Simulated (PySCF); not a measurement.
SiH₂Cl₂, SMILES Cl[SiH2]Cl.

Geometry optimised at B3LYP-D3(BJ)/def2-TZVP. The isomer is the one that the SMILES or the coordinates give; other isomers of the formula were not compared.

Level of theory: CAM-B3LYP/def2-TZVPD (PySCF).

The molecule is in vacuum.

Q: Estimate the frontier levels, gap, dipole moment and polarisability. (Estimate from the structure and the level; the computed values follow.)

A: 
```json
{
 "highest_occupied_level": "-10.53 eV",
 "lowest_empty_level": "0.51 eV",
 "orbital_gap": "11.05 eV",
 "dipole_moment": "1.30 D",
 "quadrupole, principal values (traceless, Buckingham form, about the centre of nuclear charge)": "-2.84, 0.48, 2.36 D·Å",
 "mean_static_polarisability": "53.9 bohr³ (7.99 Å³)",
 "polarisability_principal_values": "46.4, 52.1, 63.1 bohr³"
}
```
